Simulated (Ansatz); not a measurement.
Program: Ansatz. Geometries: PBE0-D4/def2-TZVP. ΔE: electronic, gas phase. CBS: MP2 limit from def2 TZ/QZ plus the TZ coupled-cluster correction, frozen cores. This one scheme is used for every species, atoms too. DFT in def2-TZVPP. No spin–orbit coupling; open shells (•) take unrestricted orbitals. Spin–orbit coupling would lower the free atoms: a little for C, S; clearly for Ge. For Ge outer-core shells are correlated without core-valence functions, so the limit isn't a true one: a few kJ/mol of doubt a bond, and 10 to 20 or more in all where bonds break to atoms. Scalar relativity is left out up to krypton.

`C[S][GeH2]`• → C• + Ge• + 5 H• + S•  (atomization)

```
      species  r2SCANh energy (Eh)
`C[S][GeH2]`•          -2516.24297
           C•            -37.83336
          Ge•          -2076.89676
           H•             -0.49990
           S•           -398.08357
```

Question: Work out ΔE.

Answer: ΔE = 5 × (-0.49990) + (-37.83336) + (-2076.89676) + (-398.08357) − (-2516.24297) = 0.92978 Eh = +2441.1 kJ/mol. CCSD(T)/CBS gives +2433.9 kJ/mol.

Largest T1 diagnostic among the species: 0.015.

From PBE to PBE0 (25 % exact exchange), in def2-TZVPP and without D4, ΔE moves by −26.6 kJ/mol: exact exchange takes away binding that semilocal exchange gives to molecules. In def2-TZVPP, CCSD(T) changes the Hartree–Fock value by +602.7 kJ/mol (the triples alone add +34.2 kJ/mol) and MP2 by +602.3 kJ/mol; breaking electron pairs costs correlation energy, which Hartree–Fock lacks. The D4 term adds +26.0 kJ/mol with B3LYP and +13.4 kJ/mol with PBE0; it sums over pairs of atoms, weighted by their polarisabilities, and B3LYP, whose exchange is more repulsive, gets the larger term.

B3LYP here is the variant with VWN-RPA as its local correlation; programs differ in this.

For atomizations the MP2-based limit and the directly extrapolated one differ by several kJ/mol either way, and by 10 to 25 for some Ge, Se and Sn compounds, so smaller differences from it don't rank the levels.
